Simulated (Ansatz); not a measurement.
Reaction (ligand exchange at the Si–C bond): `C[SiH](S)CCl` + CH₃SH → `CS[SiH](C)S` + `CCl`

Program: Ansatz. Geometries: PBE0-D4/def2-TZVP. ΔE: electronic, gas phase. CBS: MP2 limit from def2 TZ/QZ plus the TZ coupled-cluster correction, frozen cores. This one scheme is used for every species. Functionals use def2-TZVPP. B3LYP here is the variant with VWN-RPA as its local correlation; programs differ in this. Each species was taken in one conformer, which may not be the lowest.

```json
{"level": "PBE0-D4", "ΔE (kJ/mol)": "-74.3", "difference from CCSD(T)/CBS": "-3.5"}
{"level": "B3LYP-D4", "ΔE (kJ/mol)": "-72.3", "difference from CCSD(T)/CBS": "-1.5"}
{"level": "ωB97M-V", "ΔE (kJ/mol)": "-69.0", "difference from CCSD(T)/CBS": "1.8"}
{"level": "B3LYP", "ΔE (kJ/mol)": "-68.9", "difference from CCSD(T)/CBS": "1.9"}
{"level": "CCSD/def2-TZVPP", "ΔE (kJ/mol)": "-66.8", "difference from CCSD(T)/CBS": "4.0"}
{"level": "CCSD(T)/def2-TZVPP", "ΔE (kJ/mol)": "-68.1", "difference from CCSD(T)/CBS": "2.7"}
{"level": "HF/def2-QZVPP", "ΔE (kJ/mol)": "-68.9", "difference from CCSD(T)/CBS": "1.9"}
{"level": "MP2/def2-QZVPP", "ΔE (kJ/mol)": "-74.4", "difference from CCSD(T)/CBS": "-3.6"}
{"level": "SCS-MP2/def2-QZVPP", "ΔE (kJ/mol)": "-71.8", "difference from CCSD(T)/CBS": "-1.0"}
{"level": "CCSD/CBS(def2)", "ΔE (kJ/mol)": "-69.5", "difference from CCSD(T)/CBS": "1.3"}
{"level": "CCSD(T)/CBS", "ΔE (kJ/mol)": "-70.8", "difference from CCSD(T)/CBS": "0"}
```

Largest T1 diagnostic among the species: 0.011.

The D4 term adds −3.4 kJ/mol with B3LYP and −2.0 kJ/mol with PBE0; it sums over pairs of atoms, weighted by their polarisabilities, and B3LYP, whose exchange is more repulsive, gets the larger term.
